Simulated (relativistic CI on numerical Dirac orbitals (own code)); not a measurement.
**Line list: Forbidden lines, Dy³²⁺**

These numbers are calculated, not measured: Dirac-Coulomb-Breit CI, separate exchange-only KLI orbitals for each configuration, a model potential for QED, unscaled Slater integrals (own radial code, finite nucleus).

Configurations in the expansion (outside the closed core [Ar] 3d10): 4s2.4p4, 4s.4p5, 4s2.4p3.4d, 4p6, 4s.4p4.4d, 4s2.4p3.4f, 4s.4p4.4f, 4p5.4d, 4s.4p3.4d2, 4s2.4p2.4d.4f, 4p5.4f, 4p4.4d2, 4p3.4d3, 4p3.4d2.4f. Double excitations out of closed p, d and f shells are left out; levels of such configurations are missing from the list, as are those of other unlisted configurations, and high levels can miss mixing partners.

```tsv
λ vac (nm)	Lower	Upper	Type	A (s⁻¹)	E lower (cm⁻¹)	E upper (cm⁻¹)
9.1544	4s2.4p4 3P_2 [1]	4s2.4p3.4d 3F°_4 [11]	M2	2.78e+03	0	1092365
9.4333	4s2.4p4 1D_2 [4]	4s2.4p3.4d 3F°_4 [26]	M2	3.84e+03	424329	1484399
21.052	4s.4p5 3P°_2 [8]	4s2.4p3.4d 3F°_4 [26]	E2	5.58e+03	1009384	1484399
21.489	4s2.4p3.4d 3D°_3 [23]	4s2.4p3.4d 3F°_4 [41]	M1	2.44e+05	1437917	1903263
21.933	4s2.4p3.4d 5D°_4 [24]	4s2.4p3.4d 3F°_4 [41]	M1	1.00e+06	1447333	1903263
22.003	4s2.4p4 3P_1 [3]	4s2.4p4 3P_0 [5]	M1	2.94e+06	391643	846137
22.847	4s.4p5 3P°_2 [6]	4s2.4p3.4d 3G°_4 [21]	E2	3.92e+03	976511	1414197
23.300	4s2.4p3.4d 3F°_3 [10]	4s2.4p3.4d 5D°_4 [24]	M1	4.05e+04	1018140	1447333
23.567	4s2.4p4 3P_2 [1]	4s2.4p4 1D_2 [4]	E2	2.47e+04	0	424329
23.567	4s2.4p4 3P_2 [1]	4s2.4p4 1D_2 [4]	M1	6.19e+05	0	424329
23.707	4s2.4p4 1D_2 [4]	4s2.4p4 3P_0 [5]	E2	8.49e+04	424329	846137
23.874	4s2.4p3.4d 3F°_4 [26]	4s2.4p3.4d 3F°_4 [41]	M1	1.27e+05	1484399	1903263
24.612	4s2.4p3.4d 3F°_4 [11]	4s2.4p3.4d 3G°_5 [27]	E2	1.16e+04	1092365	1498668
24.612	4s2.4p3.4d 3F°_4 [11]	4s2.4p3.4d 3G°_5 [27]	M1	1.75e+05	1092365	1498668
24.716	4s2.4p3.4d 3G°_5 [27]	4s2.4p3.4d 3F°_4 [41]	M1	2.61e+05	1498668	1903263
25.249	4s2.4p3.4d 3F°_3 [10]	4s2.4p3.4d 3G°_4 [21]	E2	1.13e+04	1018140	1414197
25.249	4s2.4p3.4d 3F°_3 [10]	4s2.4p3.4d 3G°_4 [21]	M1	1.42e+05	1018140	1414197
25.508	4s2.4p3.4d 3F°_4 [11]	4s2.4p3.4d 3F°_4 [26]	E2	7.86e+03	1092365	1484399
25.508	4s2.4p3.4d 3F°_4 [11]	4s2.4p3.4d 3F°_4 [26]	M1	9.25e+04	1092365	1484399
25.533	4s2.4p4 3P_2 [1]	4s2.4p4 3P_1 [3]	M1	9.52e+05	0	391643
28.172	4s2.4p3.4d 3F°_4 [11]	4s2.4p3.4d 5D°_4 [24]	M1	6.32e+05	1092365	1447333
30.702	4s2.4p3.4d 1F°_3 [34]	4s2.4p3.4d 3F°_4 [41]	M1	7.20e+04	1577547	1903263
30.956	4s2.4p4 1S_0 [2]	4s2.4p4 3P_1 [3]	M1	2.45e+05	68603	391643
31.072	4s2.4p3.4d 3F°_4 [11]	4s2.4p3.4d 3G°_4 [21]	M1	1.42e+04	1092365	1414197
33.089	4s2.4p3.4d 3D°_3 [14]	4s2.4p3.4d 3F°_4 [26]	M1	6.55e+04	1182179	1484399
36.705	4s2.4p3.4d 1F°_3 [37]	4s2.4p3.4d 3F°_4 [41]	M1	1.75e+05	1630823	1903263
37.714	4s2.4p3.4d 3D°_3 [14]	4s2.4p3.4d 5D°_4 [24]	M1	1.87e+05	1182179	1447333
43.100	4s2.4p3.4d 3D°_3 [14]	4s2.4p3.4d 3G°_4 [21]	M1	1.05e+04	1182179	1414197
118.38	4s2.4p3.4d 3G°_4 [21]	4s2.4p3.4d 3G°_5 [27]	M1	6.88e+03	1414197	1498668
134.72	4s2.4p3.4d 3F°_3 [10]	4s2.4p3.4d 3F°_4 [11]	M1	5.30e+03	1018140	1092365
```

Terms are leading LS components. Brackets give the number of a level in order of energy, since labels repeat. The list gives strong lines, with weight on those to low levels, among the lowest 200 of 2773 levels, so that lines to higher ones, which can be the strongest, are missing. Levels whose partners in the same complex of configurations lie outside the list can be far off, and so can their lines. Rates are taken at the computed energies, electric ones in the length gauge.

At this charge energies of transitions that change n are usually good to better than 1 %, and those within a shell (Δn = 0) to a few per cent.

LS names give the leading component of a level, which can be under half, so a name can repeat, a term be missing and a line seem to break the LS rules.
